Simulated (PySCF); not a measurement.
Run record: geometry optimisation, `[F][Ge]([F])([F])[Br]`.

Computed with PBE0-D3(BJ)/def2-SVP geometry optimisation, gas phase (PySCF 2.14.0). Start geometry: GFN2-xTB. The input is one job of a driver script: a line of settings, then coordinates in Å.

Command:
```bash
OMP_NUM_THREADS=1 python probes_run.py task.json out
```

Input:
```
{"job": {"xc": "PBE0", "basis": "def2-SVP", "d3": "d3bj", "grid": 1, "shake": 0.01, "kind": "geom"}, "charge": 0, "multiplicity": 1}
F     -0.786330    -0.745370    -1.332910
Ge    -0.037000    -0.000840    -0.005220
F     -0.759810    -0.729010     1.355700
F     -0.568140     1.612130     0.008340
Br     2.184860    -0.170880    -0.063800
```

Output:
```
step   0  E = -4949.18764262  max force = 0.007936
step   1  E = -4949.18753929  max force = 0.012771
step   2  E = -4949.18839330  max force = 0.002066
step   3  E = -4949.18843878  max force = 0.000973
step   4  E = -4949.18845464  max force = 0.000469
step   5  E = -4949.18846822  max force = 0.000975
step   6  E = -4949.18848634  max force = 0.001429
step   7  E = -4949.18850567  max force = 0.001104
step   8  E = -4949.18853683  max force = 0.000575
step   9  E = -4949.18855424  max force = 0.000501
step  10  E = -4949.18855887  max force = 0.000258
optimisation converged
```

Energies in Eh; «max force» is the largest Cartesian gradient component in Eh/bohr.

Task: At which steps does the energy rise by more than 1e-5 Eh?

Result: At step 1 (+0.10 mEh).

Task: How much energy does the optimisation release, in kJ/mol?

Result: E(step 0) − E(last step) = 0.000916 Eh, which is 2.4 kJ/mol.

In short: final energy -4949.18856 Eh after 10 steps; dipole 1.69 D.

Task: Where do the atoms end?

Result: 0.028 Å rms from the input after alignment:
```
atom  x, y, z in Å
F1    -1.1358   -0.9259   -1.2603
Ge2   -0.1976   -0.1973   -0.0343
F3    -0.7469   -0.8321    1.4522
F4    -0.5638    1.4703   -0.0409
Br5    1.9938   -0.5539   -0.3362
```

The run took 55 s of wall time on an Arm Neoverse V2 with one thread, shared host with 32 logical CPUs at a one-minute load of 32, and the process peaked at 0.42 GiB of memory.
Labels such as C1 count atoms from 1, the log's own numbers from 0.
